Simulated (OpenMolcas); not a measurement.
## Multiplet structure of Ti³⁺

```
Program             : OpenMolcas 26.06
Method              : SS-CASPT2, IPEA 0.25 Eh, imaginary shift 0.1 Eh (closed shells correlated: 3s 3p)
Basis               : ANO-RCC-VQZP [7s6p4d3f2g1h]
Scalar Hamiltonian  : DKH2, point nucleus
Active space        : 1 electron in 5 orbitals (3d)
State averaging     : 2S+1 = 2 even, 5 roots
Spin-orbit coupling : RASSI with atomic mean-field integrals over the reference wave functions, term energies averaged over their components
```

With spin-orbit coupling, above the lowest level:

```tsv
Configuration	Term	J	E (cm⁻¹)	Measured (cm⁻¹)	g	Term weight %
3d	²D	3/2	0.0	0.0	0.800	100
3d	²D	5/2	380	382	1.200	100
```

Against the measured value (Corliss and Sugar, J. Phys. Chem. Ref. Data 8, 1 (1979)): 3d ²D_5/2: computed 380, measured 382 cm⁻¹ (-0.5 %).

Spin-orbit coupling puts the lowest level 228 cm⁻¹ below the lowest spin-free term.

Term energies are means over components that CASPT2 splits; among the terms shown or strongly mixed into the levels shown the widest spread is 13 cm-1 (3d ²D). With one active electron, CASPT2 adds the correlation within the correlated inactive shells and between them and that electron, and leaves the splitting within a term as the reference gives it. Computed and measured levels are paired by configuration, term and J; levels that our copy of the source lacks, or whose pairing is in doubt (as where it misses far off the trend of its configuration), stay unpaired and out of the deviations. Only configurations of the active space appear.

The CASPT2 steps took 1.7 s on 1 thread of Arm Neoverse V1, with other jobs on the host; the integral step is not counted.

The term weight is that of the spin-free term in the level, not the purity of its configuration.
